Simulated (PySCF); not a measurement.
**How methods differ on the ionisation energy of Fe**

Fe [Ar] 3d6 4s2 (5D) → Fe⁺ [Ar] 3d6 4s1 (6D), as a difference of total energies. All numbers are calculated (PySCF 2.14, the non-relativistic Hamiltonian (point nucleus), in aug-cc-pVDZ). Correlated levels: valence: [Ar] frozen. The calculations carry no spin-orbit coupling.

| method | ionisation energy (eV) |
| --- | --- |
| UHF | 6.369 |
| TPSS | 7.533 |
| MP2 (valence) | 7.394 |
| SCS-MP2 (valence) | 7.566 |

**Question.** How much does correlation contribute at MP2 (valence)?

**Answer.** 7.394 − (6.369) = 1.025 eV, measured against UHF.

These non-relativistic numbers lack the scalar-relativistic shift.

Errors of the correlated levels include the incompleteness of this basis and the frozen core.

MP2 underrates the near-degeneracy of ns² with np² in the lower species.

For comparison: 7.904 eV (measured; NIST levels, between the centres of gravity of the two terms).
